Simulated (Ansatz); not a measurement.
A structure relaxed at PBE-D4/def2-SVP in Ansatz, charge 0, singlet:

Cartesian coordinates in Å:
```
S -3.520 2.105 2.834
Cd -4.808 -0.105 2.384
Cd -1.006 -1.902 4.933
S -2.499 -1.458 2.591
Cd -3.380 2.880 0.240
S -4.436 0.491 -0.416
Cd -0.751 2.810 2.925
S 0.024 0.538 4.101
S -0.997 1.783 0.549
Cd -0.888 -0.717 0.676
Cd -3.494 -0.255 -2.745
S -2.110 -2.054 -1.288
Cd 2.332 -0.196 3.031
S 1.362 -1.799 1.036
Cd 1.972 -3.259 3.404
Cd -0.958 -4.268 -2.193
S -0.353 -4.783 0.455
S 3.357 4.846 -0.429
Cd 0.286 2.664 -1.453
S -0.980 0.933 -3.121
Cd 4.500 2.660 -1.660
S 3.226 1.926 2.097
S 2.470 1.183 -1.199
Cd 2.833 -1.504 -0.937
Cd 0.412 -0.710 -4.614
S 0.958 -2.502 -2.788
Cd 4.702 2.764 -4.815
S 3.351 0.079 -4.281
H -4.411 2.900 3.491
H -3.192 1.191 5.637
H -6.348 -0.759 2.655
H -5.308 -3.328 0.121
H -3.235 0.885 6.343
H -1.916 -1.888 6.366
H -2.821 -2.709 2.156
H -3.838 4.349 -0.475
H -5.340 -2.559 0.113
H -5.700 0.851 -0.778
H -0.399 4.332 3.584
H 0.512 1.064 5.259
H -4.265 -0.402 -4.251
H -3.179 -2.496 -0.569
H 2.919 -1.609 4.011
H 0.270 -2.895 4.069
H 2.796 -4.708 3.052
H -1.456 -5.574 -3.151
H 0.735 -5.599 0.380
H 0.430 -3.617 0.673
H 3.697 5.778 -1.366
H 2.118 4.615 -1.042
H 0.711 4.274 -1.928
H -1.349 1.747 -4.150
H 6.198 2.491 -1.703
H 4.506 1.491 1.910
H 2.672 1.418 0.212
H 4.263 -1.734 -1.885
H 0.437 -0.790 -6.311
H 1.777 -3.256 -3.573
H 3.767 3.407 -3.498
H 5.611 2.402 -6.176
H 3.870 -0.719 -5.258
H 3.858 -0.703 -3.236
```

Task: Give its formula.

Result: Cd₁₄H₃₄S₁₄.

Task: Summarise the bond lengths by kind (pairs closer than 1.2 times the sum of covalent radii, bridged metal pairs left out).

Result: 35 × Cd–S 2.48 to 2.89 Å; 1 × Cd–Cd 3.16 Å; 17 × Cd–H 1.68 to 2.00 Å; 15 × H–S 1.36 to 1.44 Å.

In the def2 sets Cd takes a core potential; there is no spin–orbit coupling. Single mean-field runs in def2-SVP are fitted with def2-universal-jkfit. In the singlet geometry the species has come apart into loosely held pieces. In the singlet, H32 and H37 lie 0.77 Å apart, H30 and H33 lie 0.77 Å apart (atoms count from 1), so H2 has formed as a molecule.
